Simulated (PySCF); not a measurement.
Does the answer move with the share of exact exchange?

Compound: BrClFGeH.
SMILES: `[Ge@H]([Cl])([Br])[F]`

PySCF, def2-SVPD basis, density fitting, gas phase, PBE0-D3(BJ)/def2-SVP geometry; singlet excitations by full TDDFT with frozen cores, triplets by Tamm–Dancoff TDDFT and ionisation energies by ΔSCF, from the lowest of the holes tried. One functional is left out:

```json
{"functional": "LDA", "exact exchange (%)": "0", "HOMO energy (eV)": "-7.97", "LUMO energy (eV)": "-2.86", "lowest singlet excitation (eV)": "5.36", "lowest triplet excitation (eV)": "4.97", "dipole moment (D)": "1.837", "mean polarisability (au)": "67.6", "vertical ionisation energy (eV)": "11.43"}
{"functional": "PBE", "exact exchange (%)": "0", "HOMO energy (eV)": "-7.84", "LUMO energy (eV)": "-2.62", "lowest singlet excitation (eV)": "5.45", "lowest triplet excitation (eV)": "5.02", "dipole moment (D)": "1.758", "mean polarisability (au)": "67.2", "vertical ionisation energy (eV)": "11.24"}
{"functional": "B3LYP", "exact exchange (%)": "20", "HOMO energy (eV)": "-8.87", "LUMO energy (eV)": "-1.99", "lowest singlet excitation (eV)": "5.83", "lowest triplet excitation (eV)": "5.34", "dipole moment (D)": "1.862", "mean polarisability (au)": "65.0", "vertical ionisation energy (eV)": "11.33"}
{"functional": "BHandHLYP", "exact exchange (%)": "50", "HOMO energy (eV)": "-10.31", "LUMO energy (eV)": "-0.72", "lowest singlet excitation (eV)": "6.49", "lowest triplet excitation (eV)": "5.90", "dipole moment (D)": "1.970", "mean polarisability (au)": "62.0", "vertical ionisation energy (eV)": "11.53"}
```

Q: Predict the row of PBE0 (25 % exact exchange) by straight lines through the other rows, and check it.

A: 
```tsv
property	line	computed	computed − line	B3LYP (20 %), for comparison
HOMO energy (eV)	-9.11	-9.16	-0.05	-8.87
LUMO energy (eV)	-1.75	-1.67	+0.08	-1.99
lowest singlet excitation (eV)	5.95	6.10	+0.15	5.83
lowest triplet excitation (eV)	5.44	5.56	+0.12	5.34
dipole moment (D)	1.883	1.869	-0.014	1.862
mean polarisability (au)	64.6	64.0	-0.6	65.0
vertical ionisation energy (eV)	11.41	11.41	0.00	11.33
```
